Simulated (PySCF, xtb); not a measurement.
GeH7NOSi, SMILES [NH]([SiH3])[GeH2][OH]. One conformer was computed; it need not be the lowest.

Harmonic wavenumbers (cm⁻¹) from xtb with GFN2-xTB at its own minimum, in rising order: 47, 80, 159, 196, 237, 353, 466, 517, 563, 576, 600, 666, 700, 744, 767, 799, 809, 817, 917, 1147, 1963, 2042, 2145, 2247, 2259, 3446, 3649.

### Question
What does ωB97X-D3(BJ)/def2-SVP in PySCF give at its own minimum? (An estimate is asked for; the answer gives what the named calculation found.)

### Answer
43, 62, 181, 196, 262, 404, 520, 571, 706, 719, 731, 800, 842, 869, 907, 938, 950, 977, 1017, 1201, 2200, 2224, 2229, 2243, 2263, 3632, 3910. Paired by order, the mean absolute difference is 101 cm⁻¹ and the zero-point energies are 41.3 and 45.2 kcal/mol.
